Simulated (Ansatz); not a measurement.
Input and output for `[F][Hf]([F])([Cl])[Br]`.

```yaml
crystal:
  periodic: [false, false, false]
  atoms:
    - {symbol: F, position_ang: [0.285707, -0.638869, 1.815928]}
    - {symbol: Hf, position_ang: [0.069729, -0.097353, 0.023953]}
    - {symbol: F, position_ang: [1.417580, -0.921157, -1.003529]}
    - {symbol: Cl, position_ang: [-2.016664, -0.791511, -0.744062]}
    - {symbol: Br, position_ang: [0.293448, 2.375187, -0.133691]}
basis:
  gaussian: {orbitals: def2-SVP, nuclear_model: gaussian}
hamiltonian: {xc: {name: HSE06}, pseudopotentials: {relativity: none}}
accuracy: high
```

```sh
$ ansatz run in.yaml --threads 4 --pin off --events-out ev --progress --plain --max-ram 10444MiB
```

Output, abridged:

```
Functional definition: HSE06
2151 factors; integrals over basis functions are off by at most 7.5e-9 eV
115 factors; integrals over basis functions are off by at most 1.1e-9 eV
mean field evaluation 1: about -89279.3833 eV, gradient 4.8e1 eV
mean field evaluation 2: about -89257.0031 eV, gradient 1.3e2 eV
mean field evaluation 4: about -89283.2524 eV, gradient 2.8e0 eV
mean field evaluation 8: about -89283.3669 eV, gradient 3.8e-1 eV
mean field evaluation 16: about -89283.3672 eV, gradient 1.5e-4 eV
mean field -89283.36724504 eV, -3281.1032278152 hartree, gradient 8.3e-8 eV, S^2 0.000000; 0 other end points of the search recorded, 0 dependent functions left out
reference -89283.36725044 eV, -3281.1032280137 hartree; 41, 41 occupied and 69, 69 virtual orbitals, 2151 factors
Total energy: -89283.36725044 eV, -3281.1032280137 hartree
```

Hardware: 4 threads of an Intel Xeon Platinum 8259CL on a shared host. Wall time 6.5 s, peak host memory 0.56 GiB.
